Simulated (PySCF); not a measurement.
C₆H₁₁N₂P.
Structure used (PBE0-D3(BJ)/def2-SVP), in Å, numbered top down from 1:
```xyz
20
C6H11N2P angstrom
C     -0.503   -0.557    1.402
C     -0.094   -0.050    0.013
C     -0.336   -1.155   -1.024
C     -0.924    1.182   -0.348
C      1.384    0.294    0.030
N      1.782    1.512   -0.269
N      3.105    1.581   -0.193
C      3.774    0.467    0.154
P      2.699   -0.854    0.433
H     -0.343    0.218    2.168
H     -1.569   -0.835    1.411
H      0.081   -1.445    1.693
H     -0.045   -0.820   -2.031
H     -1.402   -1.432   -1.047
H      0.245   -2.060   -0.788
H     -0.650    1.568   -1.340
H     -0.765    1.994    0.376
H     -1.994    0.923   -0.355
H      3.535    2.475   -0.402
H      4.862    0.508    0.221
```

NICS is the negative of the GIAO shielding at a point without a nucleus: at the ring centre (0) and 1 Å above and below it (1); zz is the component along the ring normal. Level: GIAO B97-2/pcSseg-1 (PySCF, non-relativistic, gas phase) on the PBE0-D3(BJ)/def2-SVP geometry, one conformer.

Ring bond lengths (Å): C5–N6 1.317, N6–N7 1.326, N7–C8 1.345, C8–P9 1.726, P9–C5 1.791.

**Question.** What do the NICS probes read (ppm)?

**Answer.** 
| ring | type | NICS(0) | NICS(1), two faces | NICS(1)zz, two faces | rms pucker (Å) | centre to ring atoms, mean (Å) |
| --- | --- | --- | --- | --- | --- | --- |
| C5–N6–N7–C8–P9 | 5-membered ring with 2 N and P; formal bonds all aromatic | -13.1 | -12.3 / -12.3 | -29.1 / -29.2 | 0.00 | 1.27 |

**Question.** What can be read from them?

**Answer.** 
- C5–N6–N7–C8–P9: mean NICS(1)zz -29.2 ppm, shielded.

**Question.** And the bond-length index? Use HOMA with the parameters of Krygowski (1993).

**Answer.** 
- C5–N6–N7–C8–P9: HOMA 0.76; the largest term is that of P9–C5, α(R − Ropt)² = 1.03.

**Question.** At the second NICS(1) probe listed for ring C5–N6–N7–C8–P9, 1 Å off the ring, what do the in-plane components average?

**Answer.** The isotropic value is a third of the trace: (3 × -12.3 − (-29.2))/2 = -3.9 ppm.

**Question.** How shielded are the nuclei of the rings and their hydrogens (means over atoms taken as equivalent)?

**Answer.** 
```
atoms                          environment  σ isotropic (ppm)
   C5          substituted aromatic carbon              -11.2
   N6               pyridine-type nitrogen              -84.3
   N7                pyrrole-type nitrogen               39.5
   C8  aromatic CH next to a ring nitrogen               24.6
   P9             phosphorus bonded to 2 C              223.9
  H19                         N–H hydrogen              21.80
  H20                    aromatic hydrogen              22.89
```

**Question.** How do the values depend on the level or the medium?

**Answer.** 
```json
{"level": "B97-2/pcSseg-1, gas", "NICS(0), C5–N6–N7–C8–P9": "-13.1", "mean NICS(1)zz, C5–N6–N7–C8–P9": "-29.2"}
{"level": "PBE0/pcSseg-1, gas", "NICS(0), C5–N6–N7–C8–P9": "-13.1", "mean NICS(1)zz, C5–N6–N7–C8–P9": "-29.3"}
{"level": "PBE0/pcSseg-1, IEF-PCM benzene", "NICS(0), C5–N6–N7–C8–P9": "-12.9", "mean NICS(1)zz, C5–N6–N7–C8–P9": "-29.3"}
{"level": "PBE0/pcSseg-1, IEF-PCM chloroform", "NICS(0), C5–N6–N7–C8–P9": "-12.8", "mean NICS(1)zz, C5–N6–N7–C8–P9": "-29.2"}
```

The geometry is the same throughout; the continuum's cavity takes Bondi-type radii × 1.2.

On one thread, Arm Neoverse V2 (aarch64), no GPU (shared host), this took 43 s of wall time and 1.1 GiB of memory at its peak. This is the whole shielding run at B97-2/pcSseg-1, SCF included.
